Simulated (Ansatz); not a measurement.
`F[SiH2]C(Cl)Br` + `OCF` → `FCO[SiH2]F` + `ClCBr`  (ligand exchange at the Si–C bond)

Gas-phase electronic energies from Ansatz, PBE0-D4/def2-TZVP geometries. CBS: MP2 limit from def2 TZ/QZ plus the TZ coupled-cluster correction, frozen cores. Functionals use def2-TZVPP. B3LYP here is the variant with VWN-RPA as its local correlation; programs differ in this. For Br outer-core shells are correlated without core-valence functions, which leaves a few kJ/mol of doubt a bond. Scalar relativity is left out up to krypton. Each species was taken in one conformer, which may not be the lowest.

`F[SiH2]C(Cl)Br`:

Z-matrix (Å, degrees):
```
Si
C 1 1.882
F 1 1.596 2 108.9
H 1 1.479 2 108.6 3 117.6
H 1 1.476 2 108.3 3 -118.7
Br 2 1.950 1 103.7 3 -178.7
Cl 2 1.762 1 111.9 3 59.8
H 2 1.087 1 115.2 3 -63.9
```

`OCF`:

Z-matrix (Å, degrees):
```
C
F 1 1.381
O 1 1.370 2 111.1
H 1 1.091 2 107.8 3 -117.4
H 1 1.096 2 106.3 3 123.2
H 3 0.962 1 109.3 2 70.7
```

`FCO[SiH2]F`:

Cartesian coordinates in Å:
```
F -1.639 -0.871 -0.585
C -0.880 0.180 -1.041
O 0.426 0.044 -0.630
Si 0.970 -0.158 0.903
F 0.414 1.024 1.820
H -0.902 0.159 -2.133
H -1.330 1.097 -0.648
H 0.503 -1.425 1.500
H 2.437 -0.050 0.814
```

`ClCBr`:

Z-matrix (Å, degrees):
```
C
Cl 1 1.755
Br 1 1.930 2 113.3
H 1 1.085 2 108.8 3 -119.0
H 1 1.085 2 108.8 3 119.0
```

Problem. Is it downhill or uphill in electronic energy at CCSD(T)/CBS, and by how much? (Best estimate.)

Solution. Ansatz gave: Downhill: ΔE = -103.0 kJ/mol.

Problem. What do these levels give: PBE-D4, r2SCAN-D4, PBE0-D4, B3LYP-D4, B2PLYP, PBE, MP2/def2-TZVPP, SCS-MP2/def2-TZVPP, CCSD/def2-TZVPP, CCSD(T)/def2-TZVPP, MP2/def2-QZVPP, CCSD/CBS(def2)? (Estimate.)

Solution. Computed: PBE-D4 -90.6, r2SCAN-D4 -103.4, PBE0-D4 -97.0, B3LYP-D4 -106.2, B2PLYP -110.5, PBE -94.1, MP2/def2-TZVPP -104.5, SCS-MP2/def2-TZVPP -109.6, CCSD/def2-TZVPP -109.3, CCSD(T)/def2-TZVPP -105.2, MP2/def2-QZVPP -103.8, CCSD/CBS(def2) -107.2 kJ/mol.

Largest T1 diagnostic among the species: 0.012.

In def2-TZVPP, CCSD(T) changes the Hartree–Fock value by +25.9 kJ/mol (the triples alone add +4.2 kJ/mol) and MP2 by +26.6 kJ/mol. The D4 term adds +5.8 kJ/mol with B3LYP and +3.0 kJ/mol with PBE0; it sums over pairs of atoms, weighted by their polarisabilities, and B3LYP, whose exchange is more repulsive, gets the larger term.
